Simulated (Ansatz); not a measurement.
Reaction R1 → 1.5 P1 + 0.5 P2, each structure at its B3LYP-D3(BJ)/def2-TZVP stationary point, reached from a drawn start (curvature not checked).
R1, C2H2 (SMILES C#C) (charge 0, multiplicity 1):
```xyz
4

C     -0.55965     0.08006    -0.19612
C      0.55965    -0.08006     0.19612
H     -1.55351     0.22215    -0.54439
H      1.55351    -0.22215     0.54439
```
P1: C atom, charge 0, multiplicity 3.
P2, CH4 (SMILES C) (charge 0, multiplicity 1):
```xyz
5

C      0.00000     0.00000     0.00000
H      0.62892     0.62892     0.62892
H     -0.62892    -0.62892     0.62892
H      0.62892    -0.62892    -0.62892
H     -0.62892     0.62892    -0.62892
```

P less R. No zero-point or thermal terms; singlets are restricted closed shells; open shells are unrestricted; no spin–orbit coupling.

Correlated levels freeze the cores.

Run with Ansatz (a first-principles code) with Gaussian orbitals. All values are computed, each at the level named.

The comparison value is 190.69 kcal/mol (CCSD(T)/cc-pVQZ). It is a level with limits of its own, not the exact answer.

Task: Order these levels by how close they come to the comparison value for the reaction energy, closest first: HF/cc-pVQZ, PBE/def2-TZVPP, HF/cc-pVDZ, HF/cc-pVTZ, B3LYP/def2-TZVPP. Give each level's value less the comparison value.

Result: B3LYP/def2-TZVPP (1.83 kcal/mol), PBE/def2-TZVPP (13.78 kcal/mol), HF/cc-pVQZ (-60.86 kcal/mol), HF/cc-pVTZ (-61.50 kcal/mol), HF/cc-pVDZ (-67.19 kcal/mol)
